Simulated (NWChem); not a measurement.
System: C6H7, doublet; SMILES C1CCC=[C]C=1

NWChem printed, in part:

```
             Northwest Computational Chemistry Package (NWChem) 7.3.0
             --------------------------------------------------------

 C1  symmetry detected

                             Geometry "geometry" -> ""
                             -------------------------

 Output coordinates in angstroms (scale by  1.889725989 to convert to a.u.)

  No.       Tag          Charge          X              Y              Z
 ---- ---------------- ---------- -------------- -------------- --------------
    1 C                    6.0000    -1.44385882    -0.03565046     0.11567227
    2 C                    6.0000    -0.89926778     1.17426897     0.09582699
    3 C                    6.0000     0.57696595     1.24072697    -0.25769588
    4 C                    6.0000     1.31926830    -0.00344979     0.23561677
    5 C                    6.0000     0.57699511    -1.28080683    -0.05121228
    6 C                    6.0000    -0.77178398    -1.29114562    -0.09800271
    7 H                    1.0000    -1.46526030     2.09377751     0.27616633
    8 H                    1.0000     0.67398396     1.32867106    -1.35788341
    9 H                    1.0000     1.03623867     2.14776400     0.16484987
   10 H                    1.0000     2.33015867    -0.03805602    -0.19929725
   11 H                    1.0000     1.46586634     0.06487086     1.33305215
   12 H                    1.0000     1.14267015    -2.21037649    -0.17282814
   13 H                    1.0000    -1.33357017    -2.21031039    -0.28529050

 Effective nuclear repulsion energy (a.u.)     209.8365708866

                                 NWChem DFT Module
                                 -----------------

 Summary of "ao basis" -> "ao basis" (spherical)
 ------------------------------------------------------------------------------
       Tag                 Description            Shells   Functions and Types
 ---------------- ------------------------------  ------  ---------------------
 C                          def2-svp                 6       14   3s2p1d
 H                          def2-svp                 3        5   2s1p

            General Information
            -------------------
          SCF calculation type: DFT
          Wavefunction type:  spin polarized.
          No. of atoms     :    13
          No. of electrons :    43
           Alpha electrons :    22
            Beta electrons :    21
          Charge           :     0
          Spin multiplicity:     2
          Use of symmetry is: off; symmetry adaption is: off
          Maximum number of iterations: 150
          AO basis - number of functions:   119
                     number of shells:    57
          Convergence on energy requested:  1.00D-06
          Convergence on density requested:  1.00D-05
          Convergence on gradient requested:  5.00D-04

              XC Information
              --------------
                         B3LYP Method XC Potential
                     Hartree-Fock (Exact) Exchange  0.200
                        Slater Exchange Functional  0.800 local
                    Becke 1988 Exchange Functional  0.720 non-local
              Lee-Yang-Parr Correlation Functional  0.810
                  VWN I RPA Correlation Functional  0.190 local

             Grid Information
             ----------------
          Grid used for XC integration:  coarse
          Radial quadrature: Mura-Knowles
          Angular quadrature: Lebedev.
          Tag              B.-S. Rad. Rad. Pts. Rad. Cut. Ang. Pts.
          ---              ---------- --------- --------- ---------
          C                   0.70       35          10.0       302
          H                   0.35       35          12.0       302
          Grid pruning is: on
          Number of quadrature shells:   455
          Spatial weights used:  Erf1

      Superposition of Atomic Density Guess
      -------------------------------------

 Sum of atomic energies:        -229.24381624

      Non-variational initial energy
      ------------------------------

 Total energy =    -233.401105
 1-e energy   =    -721.712794
 2-e energy   =     278.475118
 HOMO         =      -0.175170
 LUMO         =      -0.038523

   convergence    iter        energy       DeltaE   RMS-Dens  Diis-err
 ---------------- ----- ----------------- --------- --------- ---------
 d= 0,ls=0.0,diis     1   -232.5042357559 -4.42D+02  4.03D-03  1.06D-01
                                                     3.59D-03  1.01D-01
 d= 0,ls=0.0,diis     2   -232.5615908390 -5.74D-02  1.89D-03  8.98D-03
                                                     1.58D-03  8.04D-03
 d= 0,ls=0.0,diis     3   -232.5592879680  2.30D-03  8.91D-04  1.36D-02
                                                     8.70D-04  1.38D-02
 d= 0,ls=0.0,diis     4   -232.5669883529 -7.70D-03  2.19D-04  6.56D-04
                                                     1.91D-04  6.11D-04
 d= 0,ls=0.0,diis     5   -232.5673505861 -3.62D-04  8.70D-05  9.55D-05
                                                     8.54D-05  8.90D-05
  Resetting Diis
 d= 0,ls=0.0,diis     6   -232.5674263036 -7.57D-05  7.61D-05  1.24D-05
                                                     6.35D-05  9.58D-06
 d= 0,ls=0.0,diis     7   -232.5674584258 -3.21D-05  2.90D-05  1.93D-06
                                                     5.30D-05  6.29D-06
 d= 0,ls=0.0,diis     8   -232.5674662711 -7.85D-06  2.58D-05  1.09D-05
                                                     1.40D-05  4.49D-06
 d= 0,ls=0.0,diis     9   -232.5674720896 -5.82D-06  5.84D-05  6.42D-07
                                                     6.28D-05  1.53D-06
 d= 0,ls=0.0,diis    10   -232.5674804087 -8.32D-06  1.34D-05  2.40D-07
                                                     1.28D-05  1.50D-07
 d= 0,ls=0.0,diis    11   -232.5674809612 -5.53D-07  5.15D-06  5.24D-08
                                                     4.28D-06  3.35D-08

         Total DFT energy =     -232.567480961221
      One electron energy =     -727.079141846946
           Coulomb energy =      319.750109318721
    Exchange-Corr. energy =      -35.075019319571
 Nuclear repulsion energy =      209.836570886575

 Numeric. integr. density =       43.000141880213

                    DFT Final Alpha Molecular Orbital Analysis
                    ------------------------------------------

 Vector   20  Occ=1.000000D+00  E=-3.188472D-01
              MO Center= -5.9D-01, -3.8D-01,  2.9D-02, r^2= 2.7D+00
   Bfn.  Coefficient  Atom+Function         Bfn.  Coefficient  Atom+Function
  ----- ------------  ---------------      ----- ------------  ---------------
     6      0.337342   1 C  pz               76      0.315898   6 C  pz
    62      0.197004   5 C  pz               79      0.193271   6 C  pz
     9      0.190149   1 C  pz               20      0.177513   2 C  pz
   100      0.113873  10 H  s                65      0.110436   5 C  pz
   105     -0.107782  11 H  s                59     -0.106455   5 C  s

 Vector   21  Occ=1.000000D+00  E=-2.346399D-01
              MO Center= -1.2D+00,  8.5D-02,  4.3D-02, r^2= 2.5D+00
   Bfn.  Coefficient  Atom+Function         Bfn.  Coefficient  Atom+Function
  ----- ------------  ---------------      ----- ------------  ---------------
     4      0.516282   1 C  px                7      0.355320   1 C  px
     3     -0.299993   1 C  s                32      0.180649   3 C  px
    20      0.162281   2 C  pz                2     -0.145846   1 C  s
    74     -0.144990   6 C  px               60      0.142253   5 C  px
    85      0.127568   7 H  s                31     -0.121283   3 C  s

 Vector   22  Occ=1.000000D+00  E=-2.197325D-01
              MO Center= -4.0D-01, -2.2D-01,  7.1D-02, r^2= 3.2D+00
   Bfn.  Coefficient  Atom+Function         Bfn.  Coefficient  Atom+Function
  ----- ------------  ---------------      ----- ------------  ---------------
    62      0.332565   5 C  pz                6     -0.277031   1 C  pz
    20     -0.272105   2 C  pz               65      0.260062   5 C  pz
    76      0.222691   6 C  pz               23     -0.204939   2 C  pz
     9     -0.202449   1 C  pz               79      0.167897   6 C  pz
     4      0.137766   1 C  px              105     -0.124432  11 H  s

[...]

                         DFT ENERGY GRADIENTS

    atom               coordinates                        gradient
                 x          y          z           x          y          z
   1 C      -2.728498  -0.067370   0.218589    0.002660  -0.001025  -0.000080
   2 C      -1.699370   2.219047   0.181087    0.004623  -0.001141  -0.001227
   3 C       1.090308   2.344634  -0.486975   -0.002286  -0.003839   0.001716
   4 C       2.493056  -0.006519   0.445251   -0.004135   0.000417  -0.001430
   5 C       1.090363  -2.420374  -0.096777   -0.001169   0.003965   0.000668
   6 C      -1.458460  -2.439911  -0.185198    0.001931   0.002723   0.000238
   7 H      -2.768940   3.956666   0.521879   -0.000106  -0.000481  -0.000062
   8 H       1.273645   2.510824  -2.566028   -0.000285  -0.000139   0.000713
   9 H       1.958207   4.058685   0.311521   -0.000249  -0.000619  -0.000065
  10 H       4.403361  -0.071915  -0.376617   -0.000628  -0.000007   0.000135
  11 H       2.770086   0.122588   2.519103   -0.000291  -0.000243  -0.000723
  12 H       2.159333  -4.177006  -0.326598   -0.000186   0.000183   0.000053
  13 H      -2.520082  -4.176881  -0.539121    0.000120   0.000206   0.000065
```

Level: B3LYP/def2-SVP, spin-unrestricted. Geometry: optimised at PBE0/def2-SVP, spin-unrestricted. No frequency run checked for a minimum. No stability test was run on the SCF state.

Reconstruct the input file.

This is not unique; one that fits is the input that was run:
```
start job
memory heap 200 mb stack 900 mb global 1100 mb
geometry units angstroms noautoz
  C     -1.441248    -0.113024     0.124849
  C     -0.963086     1.124515     0.097709
  C      0.505182     1.269516    -0.265368
  C      1.316770     0.069073     0.227184
  C      0.642983    -1.247580    -0.050876
  C     -0.703521    -1.331055    -0.089088
  H     -1.576905     2.012677     0.278707
  H      0.590525     1.358712    -1.366422
  H      0.917271     2.201557     0.151375
  H      2.325356     0.087691    -0.214013
  H      1.466205     0.149085     1.323446
  H      1.257391    -2.145599    -0.173118
  H     -1.215867    -2.279926    -0.269891
end
basis spherical
  * library def2-svp
end
dft
  odft
  mult 2
  xc b3lyp
  iterations 150
  grid coarse
end
task dft gradient
```
